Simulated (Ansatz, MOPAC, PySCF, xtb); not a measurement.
Spectroscopic constants of ZnS, closed-shell singlet (the spin of the measured ground state). No spin–orbit coupling. Zn is treated without relativity.

The constants come from a fifth-degree fit in 1/R (seven points, main isotopes). Runs in def2 and cc sets follow the lowest solution found near the PBE0 minimum. The singlet is held restricted. HF and MP2 rows in def2 and cc sets belong to the determinant that coupled cluster picked by its CCSD energy.

Codes used: Ansatz (Gaussian basis) for Hartree–Fock, density functionals and correlated methods; MOPAC for PM6, PM7 (differences of heats of formation); PySCF for 3-21G rows, LANL2DZ rows; xtb for the GFN methods. Values without a source in brackets are computed.

```tsv
level	r_e (Å)	ω_e (cm⁻¹)	B_e (cm⁻¹)	ω_e x_e (cm⁻¹)	D_e (eV)	dipole (D)
PM6	2.149	365	0.171	0.85	-	-
PM7	2.111	351	0.177	0.78	-	-
GFN1-xTB	2.029	565	0.192	3.3	-	-
GFN2-xTB	2.056	443	0.187	2.4	-	-
HF/3-21G	2.133	400	0.174	1.6	-	7.89
HF/def2-TZVPP	2.091	440	0.181	2.7	-	-
HF/def2-QZVPP	2.087	445	0.182	2.7	-	-
SVWN5/def2-TZVPP	2.025	480	0.193	1.8	2.30	4.58
PBE/def2-TZVPP	2.064	453	0.186	1.9	1.66	4.80
BP86/LANL2DZ	2.169	402	0.168	2.1	-	5.65
r2SCAN/def2-TZVPP	2.040	477	0.190	1.9	1.61	5.21
B97M-V/def2-TZVPP	2.056	463	0.187	2.1	1.54	5.05
B3LYP/LANL2DZ	2.174	392	0.167	2.0	-	5.85
B3LYP/def2-TZVPP	2.077	439	0.183	2.1	1.24	5.12
PBE0/def2-TZVPP	2.056	464	0.187	2.0	1.45	5.51
BHLYP/def2-TZVPP	2.071	448	0.184	2.2	0.97	5.88
CAM-B3LYP/def2-TZVPP	2.056	457	0.187	2.2	1.16	5.47
wB97X-V/def2-TZVPP	2.047	472	0.189	2.2	1.41	5.98
wB97M-V/def2-TZVPP	2.055	462	0.187	2.2	1.41	5.71
B2PLYP/def2-TZVPP	2.066	456	0.185	1.9	-	-
MP2/def2-TZVPP	2.047	476	0.189	1.3	-	-
MP2/def2-QZVPP	2.033	482	0.191	1.4	-	-
MP2/CBS(def2-TZVPP, def2-QZVPP)	2.026	483	0.193	1.4	-	-
SCS-MP2/def2-TZVPP	2.065	459	0.185	1.5	-	-
SCS-MP2/def2-QZVPP	2.052	465	0.188	1.5	-	-
CCSD/def2-TZVPP	2.078	440	0.183	2.0	1.03	-
CCSD/def2-QZVPP	2.061	452	0.186	2.1	1.23	-
CCSD(T)/def2-TZVPP	2.076	446	0.184	1.9	1.28	-
CCSD(T)/def2-QZVPP	2.060	455	0.186	2.0	1.50	-
CCSD(T)/CBS(def2-TZVPP, def2-QZVPP)	2.052	459	0.188	2.0	1.61	-
```

D_e counts from each atom's lowest state at the same level, without counterpoise or zero-point energy.

Correlated levels freeze the inner cores; with def2 sets outer-core shells near the valence are correlated too. CBS: X⁻³ extrapolation of the correlation energy, Hartree–Fock from the larger set. Rows in 3-21G, LANL2DZ carry no dispersion term and start afresh at each structure; the Pople sets are all-electron and without relativity. LANL2DZ brings its own core potentials from Na on. The state that PM6, PM7 reach isn't checked; PM7 holds dispersion and hydrogen-bond terms.

Doubts at one or more of the structures used: a restricted determinant that unrestricted orbitals would lower (HF/def2-TZVPP, HF/def2-QZVPP, B2PLYP/def2-TZVPP, MP2/def2-TZVPP, MP2/def2-QZVPP, MP2/CBS(def2-TZVPP, def2-QZVPP), SCS-MP2/def2-TZVPP, SCS-MP2/def2-QZVPP, CCSD/def2-TZVPP, CCSD/def2-QZVPP, CCSD(T)/def2-TZVPP, CCSD(T)/def2-QZVPP, CCSD(T)/CBS(def2-TZVPP, def2-QZVPP)).

Measured for the ground state: ω_e 459 cm-1, ω_e x_e 2.09 cm-1 [NIST CCCBDB]. D_0 2.291 ± 0.13 eV (a handbook's tabulated 298 K bond energy less 3RT/2; such tables hold older values) [Luo, bond dissociation energies, CRC Handbook].

Ansatz is a first-principles code.
